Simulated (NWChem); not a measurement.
Species: InF2 cation; SMILES [In+]([F])[F]

```xyz
3

In     0.0000     0.0000     0.0000
F      0.0000     0.0000     1.8756
F      0.0000     0.0000    -1.8756
```
Atoms are numbered in this order, from 1.

Level: PBE0/def2-SVP with def2 effective core potentials on In (NWChem), optimised geometry, unscaled harmonic frequencies. def2 effective core potentials on In; no spin-orbit coupling.

### Question
List the harmonic frequencies with IR intensities, and the thermochemistry.

### Answer
| frequency (cm⁻¹) | IR intensity (km/mol) |
|---|---|
| 129 | 33.8 |
| 129 | 33.8 |
| 636 | 0.0 |
| 759 | 30.3 |

The zero-point energy is 2.4 kcal/mol. The thermal correction to the enthalpy at 298.15 K (with zero-point energy) is 5.4 kcal/mol, the heat capacity Cv is 10.5 cal/(mol K) and the entropy at 298.15 K and 1 atm (symmetry number 2) is 62.8 cal/(mol K).

Rigid rotor and harmonic oscillator.
